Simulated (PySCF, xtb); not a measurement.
diantimony cation (Sb2), SMILES [Sb]#[Sb] (connectivity only; charge and spin as stated), charge +1, multiplicity 2.

Harmonic wavenumbers (cm⁻¹) from GFN2-xTB in xtb at its own minimum, in rising order: 214.

### Question
What does B3LYP-D3(BJ)/def2-TZVP run with PySCF give at its own minimum? (An estimate is asked for; the answer gives what the named calculation found.)

### Answer
250. Paired by order, the mean absolute difference is 36 cm⁻¹ and the zero-point energies are 0.3 and 0.4 kcal/mol.
